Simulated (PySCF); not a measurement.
**Unknown compound**

Molecular formula: C$_{7}$H$_{3}$F$_{3}$. Simulated spectra:

$^{1}$H NMR (300 MHz, computed): δ 6.74 (m, 1H), 3.46 (s, 1H), 3.04 (s, 1H).

$^{13}$C{$^{1}$H} NMR (computed): δ 146.4 (CH), 132.3 (C), 122.3 (C), 102.6 (CH), 94.7 (CH), 83.9 (C), 81.0 (C).

In vacuum, non-relativistic Hamiltonian, rapidly exchanging positions averaged, single conformer. GFN2-xTB structure; NMR shieldings at PBE0/pcSseg-1/GIAO; PySCF 2.14.

Chemical shifts δ = σref − σ; $^{1}$H (σref 31.72), $^{13}$C (σref 186.93) against TMS, all at this level.

Task: Propose a structure and justify it.

Result: 
- Rings plus π bonds: 5 (no ring in the answer).
- 7 carbon signals for 7 carbons: no two carbons are equivalent.
- Carbon types of the structure: 4 × C, 3 × CH, which accounts for all hydrogens.
- δC 146.4: alkene CH; an sp2 carbon of a C=C bond.
- δC 132.3: CF3 carbon; 3 electronegative neighbours deshield it.
- δC 122.3: fully substituted alkene carbon; as expected for a trigonal carbon in a double bond.
- δC 102.6, 94.7: terminal alkyne carbon; sp carbons lie upfield of alkene carbons because the cylindrical π system leaves one tensor component strongly shielded.
- δC 83.9, 81.0: alkyne carbon; the triple bond shields along its axis, which puts it between sp3 and sp2 carbons.
- δH 6.74: hydrogen on an alkene CH; attached to an sp2 carbon and in the plane of the double bond.
- δH 3.46, 3.04: hydrogen on a terminal alkyne carbon; it lies on the axis of the triple bond, in its shielding cone.

The compound is SMILES C(#C)C(C#C)=CC(F)(F)F.

The data come from this structure; uniqueness wasn't tested.

Splittings by $^{19}$F in the carbon and heteronuclear signals aren't shown, as no couplings were computed. Shifts are as computed. Against solution values, carbons near 30 ppm lie about +3 ppm off and those near 130 ppm about +5 ppm. Of 1211 compounds with measured shifts, 218 miss one by over three times the rms of a fit or turn the order of signals round; such compounds aren't used in these exercises. No couplings were computed; multiplicities are counted from neighbouring protons, with m where these are inequivalent, close in shift, in a saturated or five-membered ring or joined by F or P, and br s for small geminal =CH2 splittings.
